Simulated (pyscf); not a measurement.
H₃C–SbH₂ (SMILES [CH3][SbH2]) + H₃C–CdH (SMILES [CH3][CdH]) → SbH₃ (SMILES [SbH3]) + H₃C–Cd–CH₃ (SMILES [CH3][Cd][CH3]), a four-centre exchange (singlet surface; C–Sb, Cd–H broken, H–Sb, C–Cd formed). Optimised with ωB97X-D3(BJ)/def2-SVP in PySCF. Energies in kJ/mol from the separated reactants.

Small-basis levels: PySCF, no dispersion term, spherical d functions. AM1 to PM7: differences of heats of formation from MOPAC, which are fitted to 298 K values and so differ in kind from electronic energies by zero-point and thermal terms. GFN2-xTB: tblite. Cost: rough CPU time at the saddle relative to B3LYP/6-31G*+LANL2DZ, from one job on a shared machine.

```json
[
 {"level": "MP2/6-31G*+LANL2DZ", "barrier": "201.2", "reaction energy": "+11.1", "cost": "0.2"},
 {"level": "SVWN5/6-31G*+LANL2DZ", "barrier": "114.0", "reaction energy": "+1.5", "cost": "1"},
 {"level": "BP86/6-31G*+LANL2DZ", "barrier": "159.9", "reaction energy": "+2.2", "cost": "2"},
 {"level": "B3LYP/LANL2DZ", "barrier": "186.0", "reaction energy": "+0.7", "cost": "0.9"},
 {"level": "B3LYP/6-31G*+LANL2DZ", "barrier": "187.4", "reaction energy": "+5.3", "cost": "1"},
 {"level": "M06-2X/6-31G*+LANL2DZ", "barrier": "[?]", "reaction energy": "+11.7", "cost": "2"},
 {"level": "B3LYP/6-311+G**+LANL2DZ", "barrier": "179.8", "reaction energy": "-6.9", "cost": "2"},
 {"level": "PBE/def2-SVP", "barrier": "[?]", "reaction energy": "-4.8", "cost": "4"},
 {"level": "GFN2-xTB", "barrier": "137.7", "reaction energy": "+81.4", "cost": "under 0.02"},
 {"level": "PM3", "barrier": "222.0", "reaction energy": "+157.5", "cost": "under 0.02"},
 {"level": "PM6", "barrier": "-74.2", "reaction energy": "-112.1", "cost": "under 0.02"},
 {"level": "PM7", "barrier": "1565.2", "reaction energy": "+185.2", "cost": "under 0.02"},
 {"level": "ωB97M-D3(BJ)/def2-TZVP", "barrier": "[?]", "reaction energy": "+0.4", "cost": "–"}
]
```

### Question
Some entries are withheld; supply them.

### Answer

- M06-2X/6-31G*+LANL2DZ, barrier: 158.0
- PBE/def2-SVP, barrier: 161.2
- ωB97M-D3(BJ)/def2-TZVP, barrier: 173.8

Against the last row the barrier runs from -248.0 (PM6) to +1391.4 kJ/mol (PM7). At PM6 this geometry lies under one side, so the entry may be no barrier of that level: it is a single point on another level's saddle. ωB97M-D3(BJ)/def2-TZVP has limits of its own. On the reactant side the descent ends in a complex (not fully relaxed), 20.3 kJ/mol under the separated species and 167.3 kJ/mol under the saddle at ωB97X-D3(BJ)/def2-TZVP. On the product side the descent ends in a complex (not fully relaxed), 17.9 kJ/mol under the separated species and 161.7 kJ/mol under the saddle at ωB97X-D3(BJ)/def2-TZVP. At the saddle there is also a short Cd–Sb contact that neither side keeps. At ωB97X-D3(BJ)/def2-TZVP the barrier from the zero used here is 147.0 kJ/mol. This is the saddle that the search found; another between the same sides may lie lower. In the def2 sets elements past Kr carry core potentials, without spin-orbit coupling.
